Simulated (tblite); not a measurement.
C6H5N3.
Atom-mapped SMILES: `[cH:1]1[cH:2][cH:3][c:4]2[nH:5][n:6][n:7][c:8]2[cH:9]1` (hydrogens: H10 on C1; H11 on C2; H12 on C3; H13 on N5; H14 on C9)

Level: GFN2-xTB in tblite, geometry and Hessian alike; calculated harmonic values, unscaled, isolated species. The method is semi-empirical: single wavenumbers can be off by several per cent or more.

Harmonic wavenumbers (cm⁻¹): 203.8, 243.1, 392.1, 399.2, 518.5, 537.6, 579.0, 615.4, 664.4, 729.6, 775.0, 809.3, 866.2, 867.4, 905.3, 926.7, 969.3, 1042.4, 1055.4, 1137.2, 1167.8, 1208.9, 1226.3, 1273.6, 1301.0, 1349.8, 1378.4, 1443.2, 1497.3, 1581.1, 1620.9, 3082.1, 3088.3, 3097.3, 3114.4, 3466.1.

A = 4055, B = 1703, C = 1199 MHz; mass 119.048 u (most abundant isotopes); point group Cs, symmetry number 1.

Zero-point energy?

Half the sum of the wavenumbers: 22567 cm⁻¹ = 64.52 kcal/mol.

Give the ideal-gas entropy at 298.15 K and 1 bar in the rigid-rotor, harmonic-oscillator model (classical rotation).

Translation 40.26, rotation 28.05, vibration 10.14: S = 78.5 cal/(mol K).

And Cp and H(298.15 K) − H(0)?

Cp = 26.77 cal/(mol K), of which vibrations give 18.82 (their classical limit is 36 R = 71.5); H(298.15 K) − H(0) = 4.41 kcal/mol without the zero-point energy, 2.04 from vibrations.

What must be added to the electronic energy to get the Gibbs energy at 298.15 K and 1 bar?

ZPE + [H(298.15 K) − H(0)] − T·S = 64.52 + 4.41 − 23.39 = 45.54 kcal/mol.

Which modes carry the vibrational entropy at 298.15 K?

203.8 cm⁻¹: 2.10; 243.1 cm⁻¹: 1.78; 392.1 cm⁻¹: 0.99; 399.2 cm⁻¹: 0.97; 518.5 cm⁻¹: 0.61; 537.6 cm⁻¹: 0.57 cal/(mol K); the other 30 give 3.12 together.

How do the functions run with temperature in this model?

```json
{"T (K)": "150", "S (cal/(mol K))": "65.3", "Cp (cal/(mol K))": "13.6", "H − H(0) (kcal/mol)": "1.46", "G − H(0) (kcal/mol)": "-8.33", "ln q(vib)": "0.32"}
{"T (K)": "250", "S (cal/(mol K))": "74.2", "Cp (cal/(mol K))": "22.3", "H − H(0) (kcal/mol)": "3.23", "G − H(0) (kcal/mol)": "-15.30", "ln q(vib)": "1.13"}
{"T (K)": "400", "S (cal/(mol K))": "87.6", "Cp (cal/(mol K))": "35.7", "H − H(0) (kcal/mol)": "7.61", "G − H(0) (kcal/mol)": "-27.44", "ln q(vib)": "2.96"}
{"T (K)": "600", "S (cal/(mol K))": "104.8", "Cp (cal/(mol K))": "48.7", "H − H(0) (kcal/mol)": "16.15", "G − H(0) (kcal/mol)": "-46.70", "ln q(vib)": "5.99"}
{"T (K)": "900", "S (cal/(mol K))": "126.8", "Cp (cal/(mol K))": "59.8", "H − H(0) (kcal/mol)": "32.61", "G − H(0) (kcal/mol)": "-81.55", "ln q(vib)": "10.80"}
```

q(vib) and H(0) count from the zero-point level.

Hindered rotation and anharmonicity are outside this model.
